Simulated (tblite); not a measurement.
Species: C5H5N3.
SMILES with atom numbers: `[CH:1]#[C:2][c:3]1[cH:4][n:5][n:6]([CH3:7])[n:8]1` (hydrogens: H9 on C1; H10 on C4; H11, H12, H13 on C7)

Level: GFN2-xTB in tblite, geometry and Hessian alike; calculated harmonic values, unscaled, isolated species. Errors from tens to a few hundred cm⁻¹ against measured bands are possible.

Harmonic wavenumbers (cm⁻¹): 34.3, 125.8, 125.8, 233.4, 318.9, 402.7, 458.5, 567.3, 616.1, 639.5, 665.2, 699.8, 748.4, 820.6, 1001.8, 1040.7, 1059.4, 1098.9, 1116.0, 1322.3, 1351.9, 1378.4, 1387.8, 1422.8, 1436.5, 1461.3, 1501.1, 2265.9, 2992.6, 3006.0, 3053.9, 3199.9, 3400.2.

A = 7024, B = 1379, C = 1161 MHz; mass 107.048 u (most abundant isotopes); point group Cs, symmetry number 1.

Task: What is the zero-point energy?

Result: Half the sum of the wavenumbers: 20477 cm⁻¹ = 58.55 kcal/mol.

Task: What is S at 500 K and 1 bar for an ideal gas of classical rigid rotors and harmonic oscillators?

Result: Translation 42.52, rotation 29.29, vibration 33.20: S = 105.0 cal/(mol K).

Task: And Cp and H(500 K) − H(0)?

Result: Cp = 41.09 cal/(mol K), of which vibrations give 33.14 (their classical limit is 33 R = 65.6); H(500 K) − H(0) = 12.48 kcal/mol without the zero-point energy, 8.51 from vibrations.

Task: What must be added to the electronic energy to get the Gibbs energy at 500 K and 1 bar?

Result: ZPE + [H(500 K) − H(0)] − T·S = 58.55 + 12.48 − 52.50 = 18.53 kcal/mol.

Task: Which modes carry the vibrational entropy at 500 K?

Result: 34.3 cm⁻¹: 6.59; 125.8 cm⁻¹: 4.02; 125.8 cm⁻¹: 4.02; 233.4 cm⁻¹: 2.82; 318.9 cm⁻¹: 2.23; 402.7 cm⁻¹: 1.80 cal/(mol K); the other 27 give 11.74 together.

Hindered rotation and anharmonicity are outside this model.

Hardware: one thread, Arm Neoverse N1 (aarch64), no GPU, shared host with 64 logical CPUs at a one-minute load of 19. Cost: 0.48 s of wall time. This covers the Hessian and the dipole derivatives.
